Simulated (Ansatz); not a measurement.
C₂H₈BNSi (`N[SiH]1BCC1`). Total charge 0; spin multiplicity 1.

```xyz
13

N     0.287   -1.974    1.361
Si   -0.058   -0.877    0.091
B     1.199    0.320   -0.926
C    -0.006    1.338   -0.968
C    -0.785    0.878    0.296
H     0.940   -1.764    2.097
H    -0.355   -2.702    1.623
H    -0.941   -1.617   -0.858
H     2.330    0.481   -1.278
H    -0.587    1.099   -1.873
H     0.219    2.408   -1.032
H    -1.865    1.040    0.281
H    -0.379    1.368    1.185
```

Task: List the harmonic frequencies (cm⁻¹, unscaled) at PBE0-D4/def2-TZVP in Ansatz. (An estimate is asked.)

Result: Computed: 131, 158, 216, 245, 294, 364, 480, 569, 627, 673, 747, 776, 837, 865, 879, 924, 946, 954, 1009, 1103, 1207, 1219, 1397, 1450, 1580, 2180, 2642, 3004, 3064, 3077, 3123, 3621, 3718.

Task: Is this a minimum?

Result: Yes, all 33 modes are real.

Task: Give the ideal-gas thermochemistry at 298.15 K and 1 bar (rigid rotor, harmonic oscillator; point group C1, symmetry number 1).

Result: Zero-point energy 263.6 kJ/mol; H(298) − E = 285.2 kJ/mol; entropy 337.9 J/(mol·K), of which translation 164.3, rotation 109.2, vibration 64.4; G(298) − E = 184.4 kJ/mol.

Task: And at 400, 500, 600, 800 and 1000 K?

Result: 
```tsv
T (K)	H − E (kJ/mol)	S (J/mol/K)	G − E (kJ/mol)
400	298.8	377.2	148.0
500	314.8	412.8	108.5
600	332.8	445.5	65.5
800	373.3	503.5	-29.5
1000	418.2	553.6	-135.4
```

Task: Rotational constants (cm⁻¹)?

Result: 0.2908, 0.09377, 0.07994.
